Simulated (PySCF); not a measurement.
**TaF₃: umbrella–stretch map**

Level of theory: PySCF, B3LYP, basis Ta def2-SVP with ECP60, F def2-SVP (scalar-relativistic core potentials, no spin–orbit coupling, density fitting).

Rigid scan from the singlet minimum (Ta–F 1.854 Å (×3); F–Ta–F 120.0° (×3)). Coordinate: rows: all bonds scaled; columns: angle to the threefold axis. Energies in kJ/mol from the minimum.

```json
{"scale \\ angle": "0.95", "60": "?", "66": "183.7", "72": "120.5", "78": "80.8", "84": "?", "90": "52.8"}
{"scale \\ angle": "0.98", "60": "228.4", "66": "?", "72": "77.6", "78": "37.1", "84": "14.6", "90": "7.7"}
{"scale \\ angle": "1.00", "60": "219.7", "66": "133.2", "72": "70.7", "78": "30.0", "84": "?", "90": "0.0"}
{"scale \\ angle": "1.03", "60": "?", "66": "147.0", "72": "85.6", "78": "45.1", "84": "22.1", "90": "14.9"}
{"scale \\ angle": "1.07", "60": "281.0", "66": "200.5", "72": "141.3", "78": "101.7", "84": "78.9", "90": "71.7"}
```

Fill in the five missing cells, row by row.

272.9, 59.3, 140.6, 7.1, 231.2.

The bond scale of lowest energy on the grid is 1.00 at 60°, 1.00 at 66°, 1.00 at 72°, 1.00 at 78°, 1.00 at 84°, 1.00 at 90°.

No spin–orbit coupling is included, which matters more the heavier the element.

The scan took roughly 2.7 core-minutes on a shared host.
